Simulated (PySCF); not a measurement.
## Correlation energy of Br³⁺ (bromine, charge +3)

[Ar] 3d10 4s2 4p2, high-spin 3P determinant. Calculation: PySCF 2.14, in ANO-RCC-VTZP (6s5p3d1f, 43 functions); the spin-free X2C one-electron Hamiltonian (Gaussian nucleus). Frozen: [Ar] 3d10; 4 electrons correlated.

```
  level  correlation energy (mhartree)
   CCSD                         -74.59
    (T)                          -1.31
CCSD(T)                         -75.90
  CCSDT                         -76.26
```

Diagnostics: T1 = 0.0055, D1 = 0.0148, largest double amplitude 0.091.

Q: Is a single reference adequate?

A: Mostly. T1 lies below 0.03, but a double amplitude of this size points to a near-degeneracy that CCSD handles and MP2 describes poorly.
